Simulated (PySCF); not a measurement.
CH7OPSi (SMILES CO[SiH2]P), singlet, geometry from GFN2-xTB, atoms displaced at random by about 0.03 Å a coordinate; PySCF with TPSS/STO-3G, gradient.

PySCF was given this input:
```python
from pyscf import gto, scf, dft

mol = gto.M(
    atom='''
Si    0.209073    0.943492   -0.292162
P     1.472222   -0.816140    0.453145
O    -1.299959    0.392876   -0.668191
C    -2.043694   -0.546048    0.025543
H     0.566912    1.613135   -1.476189
H     0.126836    1.823993    0.908269
H     2.638885   -0.128365    0.614421
H     1.786553   -1.254581   -0.776450
H    -2.644520   -0.055453    0.793923
H    -2.729963   -0.919726   -0.754207
H    -1.498034   -1.334489    0.415180
''',
    basis='sto-3g',
    charge=0,
    spin=0,
    verbose=3,
)

mf = dft.RKS(mol)
mf.xc = 'tpss'
mf.grids.level = 0
mf.kernel()
g = mf.nuc_grad_method()
g.grid_response = False
grad = g.kernel()
```

What the program printed (banner, timings and long lists left out):

```
converged SCF energy = -739.76928910087
--------------- RKS gradients ---------------
         x                y                z
0 Si    -0.0212420097     0.0176199616    -0.0595310250
1 P     0.0301196777    -0.0140228192    -0.0170643418
2 O    -0.0115073733    -0.0281017965     0.0377472719
3 C     0.0459935992    -0.0259348736     0.0198197890
4 H    -0.0093894833    -0.0155471938     0.0175296464
5 H    -0.0036989238    -0.0002067922     0.0146026472
6 H    -0.0247577536    -0.0182800208     0.0010707821
7 H    -0.0140823493     0.0126127636     0.0409444133
8 H     0.0141927798    -0.0003127474    -0.0232108214
9 H     0.0138570248     0.0149800449    -0.0027762384
10 H    -0.0367443552     0.0599010709    -0.0339857192
----------------------------------------------
```
